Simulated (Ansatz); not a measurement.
Reaction (cleavage of the Si–B bond): `C[SiH](N)BF` + CH₃OH → `CO[SiH](C)N` + `BF`

Gas-phase electronic energies from Ansatz, PBE0-D4/def2-TZVP geometries. CCSD(T)/CBS is the MP2 limit (def2-TZVPP, def2-QZVPP) plus CCSD(T) − MP2 in def2-TZVPP, frozen cores. This one scheme is used for every species. One conformer a species, not always the lowest.

```tsv
level	ΔE (eV)
HF/def2-TZVPP	-1.68
MP2/CBS(def2)	-1.63
```

Question: What does CCSD(T)/CBS give? (An estimate is asked.)

Answer: The calculation gave: -1.53 eV. The listed levels differ from it by -0.15, -0.10 eV.

Largest T1 diagnostic among the species: 0.013.

The D4 term adds −0.05 eV with B3LYP and −0.03 eV with PBE0; it sums over pairs of atoms, weighted by their polarisabilities, and B3LYP, whose exchange is more repulsive, gets the larger term. From PBE to PBE0 (25 % exact exchange), in def2-TZVPP and without D4, ΔE moves by −0.08 eV. In def2-TZVPP, CCSD(T) changes the Hartree–Fock value by +0.14 eV (the triples alone add +0.01 eV) and MP2 by +0.05 eV.

B3LYP here is the variant with VWN-RPA as its local correlation; programs differ in this.
